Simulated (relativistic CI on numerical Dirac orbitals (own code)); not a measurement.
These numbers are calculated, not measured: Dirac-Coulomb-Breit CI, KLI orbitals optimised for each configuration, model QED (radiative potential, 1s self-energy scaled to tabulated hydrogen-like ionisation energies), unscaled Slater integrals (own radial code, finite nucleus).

Configuration list (outside the closed core 1s2): 2s, 2p, 3s, 3p, 3d, 4s, 4p, 4d, 4f, 5s, 5p, 5d, 5f, 5g, 6s, 6p, 6d. Levels of other configurations are missing.

At this charge energies of transitions that change n are usually good to better than 1 %, and those within a shell (Δn = 0) to a few per cent.

Outline of the computed level scheme of Ru XLII. Lowest level of each configuration: 2s 2S_1/2 at 0.00 eV; 2p 2P°_1/2 at 91.49 eV; 3s 2S_1/2 at 3543.44 eV; 3p 2P°_1/2 at 3568.78 eV; 3d 2D_3/2 at 3623.11 eV; 4s 2S_1/2 at 4766.72 eV; 4p 2P°_1/2 at 4777.13 eV; 4d 2D_3/2 at 4799.96 eV; 4f 2F°_5/2 at 4806.13 eV.

Some strong electric-dipole decays among the lowest 15 levels: 3d 2D_5/2 → 2p 2P°_3/2 (2.0e+14 s⁻¹); 3d 2D_3/2 → 2p 2P°_1/2 (1.8e+14 s⁻¹); 3p 2P°_1/2 → 2s 2S_1/2 (7.4e+13 s⁻¹); 3p 2P°_3/2 → 2s 2S_1/2 (6.7e+13 s⁻¹); 4d 2D_5/2 → 2p 2P°_3/2 (6.5e+13 s⁻¹); 4d 2D_3/2 → 2p 2P°_1/2 (5.8e+13 s⁻¹); 4f 2F°_7/2 → 3d 2D_5/2 (4.3e+13 s⁻¹); 4f 2F°_5/2 → 3d 2D_3/2 (4.1e+13 s⁻¹).
